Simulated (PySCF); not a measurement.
# MH₃ across the fourth-period p block

Level: PBE0, basis family def2-TZVP, no relativity.

Each entry is the lowest minimum that a search over a few typed start shapes (and spin states, where more than one is plausible) found, or that minimum re-optimised at the stated level; isomers with ligand–ligand bonds, or fragments after loss of a ligand pair, can lie lower. Open shells are unrestricted; no spin–orbit coupling; PySCF with density fitting.

(1) Order by mean bond length to the first atom of the formula (for M2X and M3X the non-metal), shortest first (Å).
A. BrH₃
B. AsH₃
C. GeH₃
D. GaH₃

(2) Give point groups and multiplicities.

Answers

(1) B (1.522), C (1.539), D (1.568), A (1.610).

(2) GaH₃ D3h singlet, GeH₃ C3v doublet, AsH₃ C3v singlet, BrH₃ C2v singlet.

Left out of the table are members whose search was unfinished or whose lowest solution was spin-contaminated, unstable, very soft or bonded differently.
